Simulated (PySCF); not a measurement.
## Oxygen: a sound run and one with changed settings

Sound run: O⁺ [He] 2s2 2p3, O²⁺ [He] 2s2 2p2. Computed with PySCF 2.14 in aug-cc-pVDZ-DK (4s3p2d, 23 functions), with the spin-free X2C one-electron Hamiltonian (Gaussian nucleus). The sound run starts from symmetry-adapted Hartree-Fock orbitals and uses a fine grid where one is needed.

Changed run: initial guess minao, at most 3 SCF cycles. This setting is unsound on purpose.

```json
{"species": "O⁺", "method": "UHF", "sound run (hartree)": "-74.40588", "changed run (hartree)": "-74.40525", "converged": "no"}
{"species": "O⁺", "method": "M06-2X", "sound run (hartree)": "-74.59985", "changed run (hartree)": "-74.59972", "converged": "no"}
{"species": "O⁺", "method": "MN15", "sound run (hartree)": "-74.56104", "changed run (hartree)": "-74.56099", "converged": "no"}
{"species": "O²⁺", "method": "UHF", "sound run (hartree)": "-73.13623", "changed run (hartree)": "-73.13585", "converged": "no"}
{"species": "O²⁺", "method": "M06-2X", "sound run (hartree)": "-73.30821", "changed run (hartree)": "-73.30815", "converged": "no"}
{"species": "O²⁺", "method": "MN15", "sound run (hartree)": "-73.26539", "changed run (hartree)": "-73.26536", "converged": "no"}
```

The SCF was stopped early; the energies are upper bounds that still move, and correlated levels were skipped or rest on poor orbitals.
